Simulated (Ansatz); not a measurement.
Os₃. Total charge 0; triplet. Geometry r2SCAN-D4/def2-TZVP, that of the charge +1 doublet.

| atom | x (Å) | y (Å) | z (Å) |
| --- | --- | --- | --- |
| Os1 | 0.631 | 1.111 | 0.653 |
| Os2 | -1.190 | 0.176 | -0.273 |
| Os3 | 0.559 | -1.287 | -0.380 |

In the def2 sets Os takes a core potential; there is no spin–orbit coupling. At PBE-D4/def2-TZVP, r2SCAN-D4/def2-TZVP, PBE0-D4/def2-TZVP the charge 0 triplet is spin-contaminated (final ⟨S²⟩ up to 3.89, 2.00 for a pure state). The structure comes from a short search, and lower isomers may exist.

Problem. Estimate the α-spin orbital energies around the gap (eV) in Ansatz with PBE-D4/def2-TZVP, r2SCAN-D4/def2-TZVP, PBE0-D4/def2-TZVP.

Solution. 
```csv
orbital,PBE-D4/def2-TZVP,r2SCAN-D4/def2-TZVP,PBE0-D4/def2-TZVP
HOMO−5,-5.72,-5.92,-6.56
HOMO−4,-5.12,-5.61,-6.29
HOMO−3,-4.79,-5.12,-5.67
HOMO−2,-4.58,-4.81,-5.40
HOMO−1,-4.45,-4.80,-5.30
HOMO,-4.35,-4.64,-5.21
LUMO,-3.91,-3.93,-3.15
LUMO+1,-3.87,-3.69,-2.71
LUMO+2,-3.75,-3.56,-2.43
LUMO+3,-3.56,-3.41,-2.36
LUMO+4,-3.05,-2.87,-1.96
LUMO+5,-1.60,-1.56,-0.99
β HOMO,-4.37,-4.40,-4.91
β LUMO,-3.62,-3.48,-2.60
```
